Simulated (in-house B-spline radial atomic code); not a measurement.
# RPA and G0W0 on LC-wPBE: Cl VI (Cl5+)

Configuration [Ne] 3s2, mean-field start LC-wPBE. Computed with a B-spline radial code for spherical atoms: all electrons, non-relativistic, point nucleus, each spin shell either full or empty, empty states to l = 9 with an (l + 1/2)⁻⁴ tail; G0W0 by contour deformation at full frequency.

Command:
```bash
python run_gw.py task.json out
```
Settings (radii: box in bohr, nucleus in fm):
```
Z                        17
electrons                12
configuration            [Ne] 3s2
hamiltonian              nr
method                   lc_wpbe
lmax                     9
spin_polarised           False
box_radius               10.43
intervals                47
ion_configuration        [Ne] 3s1
```

Time taken, with all properties: 3.1 s on 1 thread of Arm Neoverse N1 (shared host).

Energies (hartree):

```json
{"term": "mean-field total", "value": "-452.76194"}
{"term": "Hartree-Fock functional on these orbitals", "value": "-452.40183"}
{"term": "direct second order", "value": "-0.80632"}
{"term": "second-order exchange", "value": "0.29016"}
{"term": "SOSEX correction", "value": "0.26647"}
```

Question: What is the RPA correlation energy, and what remains with SOSEX?

Answer: RPA gives -0.72718 hartree (-1.65 eV per electron); RPA + SOSEX gives -0.46072, and the second-order doubles -0.51616 hartree (no singles). SOSEX takes back 37 % of the RPA value.

Quasi-particle levels (eV):

| level | occupied | mean field | Σx - vxc | Σc | QP weight | G0W0 |
| --- | --- | --- | --- | --- | --- | --- |
| 3s | yes | -94.16 | -0.71 | ? | ? | ? |
| 2p | yes | -282.17 | -21.52 | 3.94 | 0.949 | -299.74 |
| 3p | no | -70.02 | 3.80 | -1.73 | 0.965 | -67.96 |

G0W0 = mean field + (Σx - vxc) + Σc, with Σc (partial-wave tail included) taken at the quasi-particle energy. Levels of low weight are left out.

Question: Where does G0W0 put 3s?

Answer: At -96.97 eV, with Σc = -2.10 eV and a quasi-particle weight of 0.970. The tabulated removal energy is 96.94 ± 0.04 eV (NIST, semi-empirical); the calculation leaves out relativity, Breit and QED terms, and what these don't explain is the method's own error.

Question: What does it cost to remove one electron (to [Ne] 3s1) by differences of total energies, each species on its own start (correlation terms add to the Hartree-Fock functional)?

Answer: LC-wPBE 96.51 eV, Hartree-Fock functional 94.66 eV, + RPA 96.70 eV, + RPA + SOSEX 96.15 eV, + second order 96.59 eV. Tabulated: 96.94 ± 0.04 eV (NIST, semi-empirical); the calculation leaves out relativity, Breit and QED terms, and what these don't explain is the method's own error.
